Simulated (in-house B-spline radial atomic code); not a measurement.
# Removing one electron from the bismuth ion Bi¹⁵⁺

Closed shell [Xe] 4f14. Computed with an all-electron radial atomic-structure program (B-spline basis): Koopmans values of Dirac-Hartree-Fock plus a diagonal self-energy, in second order or with its direct term screened (direct RPA, with the hole-particle interaction, or full time-dependent Hartree-Fock), linearised in energy; no-pair Dirac-Coulomb Hamiltonian, finite nucleus. Shifts add to the Koopmans value (the ΔSCF shift is orbital relaxation alone); the final value takes TDHF screening with Breit and QED.

Command:
```bash
python run_mb.py task.json out
```
Settings (nuclear radius in fm, box in bohr, cutoff in hartree):
```
basis_form          2
Z                   83
core_configuration  [Xe] 4f14
rms_radius          5.5211
mass_number         209
speed_of_light      137.036
box_radius          5.621
lmax                7
intervals           59
virtual_cutoff      27556.0
```

Run time, properties included: 120 s on 1 thread of Intel(R) Xeon(R) 6975P-C, on a shared host.

Energies in eV:

```json
{"subshell": "5p3/2", "Koopmans": "370.04", "ΔSCF shift": "-0.609", "second order": "?", "direct RPA": "?", "hole-particle": "?", "TDHF": "?", "Breit + QED": "?", "final": "?"}
{"subshell": "5p1/2", "Koopmans": "400.69", "ΔSCF shift": "-0.775", "second order": "0.777", "direct RPA": "0.881", "hole-particle": "0.748", "TDHF": "0.775", "Breit + QED": "-0.642", "final": "400.82"}
```

Task: What does the self-energy do to 5p3/2?

Result: It shifts the removal energy by 1.129 eV in second order, 0.975 with direct RPA, 0.969 with the hole-particle term and 1.016 with TDHF screening (quasi-particle weight 0.988); Breit and QED add -0.321 eV. The final value is 370.73 eV, against 370.2 ± 1.6 eV (NIST, semi-empirical).
